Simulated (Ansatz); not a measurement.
The same molecule with X = B, Al, Ga, In. Ansatz, PBE0-D4/def2-TZVP geometries, multiplicity 1. Each molecule was computed in one conformer, which needn't be the lowest.

Elements past krypton have def2 core potentials. Scalar relativity is left out up to krypton.

```csv
X,molecule,mean X–Br bond length / Å,mean X–O bond length / Å,LUMO energy (ωB97M-V/def2-TZVPP) / eV,HOMO energy (ωB97M-V/def2-TZVPP) / eV,HOMO–LUMO gap (PBE/def2-TZVPP) / eV
Al,`[OH][Al]([OH])[Br]`,2.252,1.680,0.82,-10.91,5.65
Ga,`[OH][Ga]([OH])[Br]`,2.265,1.770,0.54,-10.97,5.14
In,`[OH][In]([OH])[Br]`,2.441,1.968,-0.37,-10.83,4.06
```

Give the row for X = B, `OB(O)Br`. (Best estimate.)

Computed: 
```tsv
X	molecule	mean X–Br bond length / Å	mean X–O bond length / Å	LUMO energy (ωB97M-V/def2-TZVPP) / eV	HOMO energy (ωB97M-V/def2-TZVPP) / eV	HOMO–LUMO gap (PBE/def2-TZVPP) / eV
B	`OB(O)Br`	1.936	1.350	1.85	-10.69	6.70
```

From B to In the mean X–Br bond length rises at each step, by 0.505 Å in all; the mean X–O bond length rises at each step, by 0.618 Å in all; the LUMO energy (ωB97M-V/def2-TZVPP) falls at each step, by 2.22 eV in all; the HOMO energy (ωB97M-V/def2-TZVPP) isn't monotonic: highest at B, lowest at Ga; the HOMO–LUMO gap (PBE/def2-TZVPP) falls at each step, by 2.64 eV in all. Bonds lengthen as the atom grows down the group.

Spin–orbit coupling is left out; it splits and shifts lone-pair levels of the heavy atoms by tenths of an eV.
